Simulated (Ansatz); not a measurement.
C2H6O3Si can be A, `O=C([SiH3])OCO`, or B, `C=C[Si](O)(O)O`.

Computed with Ansatz on PBE0-D4/def2-TZVP structures; ΔE is electronic, products minus reactants. CBS: MP2 limit from def2 TZ/QZ plus the TZ coupled-cluster correction, frozen cores. Functionals use def2-TZVPP. B3LYP here is the variant with VWN-RPA as its local correlation; programs differ in this. One conformer a species, not always the lowest.

A:

Z-matrix (Å, degrees):
```
Si
C 1 1.922
H 1 1.482 2 106.8
H 1 1.482 2 106.6 3 -117.8
H 1 1.482 2 111.2 3 121.2
O 2 1.336 1 114.6 3 -121.0
O 2 1.209 1 122.2 3 58.8
C 6 1.446 2 114.7 1 -178.5
O 8 1.372 6 112.6 2 -66.8
H 8 1.094 6 107.1 2 57.8
H 8 1.088 6 104.4 2 175.7
H 9 0.965 8 107.0 6 73.4
```

B:

```xyz
12

C    -1.199   -1.541    0.558
C    -0.348   -0.606    0.970
Si    0.461    0.603   -0.170
O     2.021    0.688    0.307
O     0.262    0.141   -1.734
O    -0.153    2.118   -0.089
H    -1.461   -1.651   -0.491
H    -1.678   -2.235    1.244
H    -0.129   -0.543    2.035
H     2.531    1.437   -0.006
H     0.609   -0.715   -1.986
H    -0.916    2.305   -0.637
```

**Question.** Which isomer does CCSD(T)/CBS put lower? Give the gap. (Best estimate.)

**Answer.** Computed: B, by 109.6 kcal/mol.

**Question.** Give E(B) − E(A) in kcal/mol with CCSD/def2-TZVPP, B3LYP-D4, B2PLYP, HF/def2-TZVPP, BLYP-D4, CCSD(T)/def2-SVP, MP2/def2-TZVPP. (Best estimate.)

**Answer.** The calculation gave: CCSD/def2-TZVPP -107.8, B3LYP-D4 -102.5, B2PLYP -104.6, HF/def2-TZVPP -107.9, BLYP-D4 -97.6, CCSD(T)/def2-SVP -82.4, MP2/def2-TZVPP -110.5. None reverses the order clearly.

**Question.** Does the order hold for the free energy at 298.15 K (harmonic terms from PBE0-D4)? (Estimate.)

**Answer.** Ansatz gave: Yes: G(B) − G(A) = -106.8 kcal/mol, for one conformer each. Modes under 60 cm⁻¹, often nearly free rotors, make the harmonic entropy too high.

Largest T1 diagnostic: 0.015.

Leaving LDA and LC-ωPBE aside and taking each functional with its dispersion term where it has one, the values, not all of them listed here, spread over 15.2 kcal/mol, from BHLYP-D4 to revPBE-D4. From BLYP to BHLYP (50 % exact exchange), in def2-TZVPP and without D4, E(B) − E(A) moves by −10.9 kcal/mol.
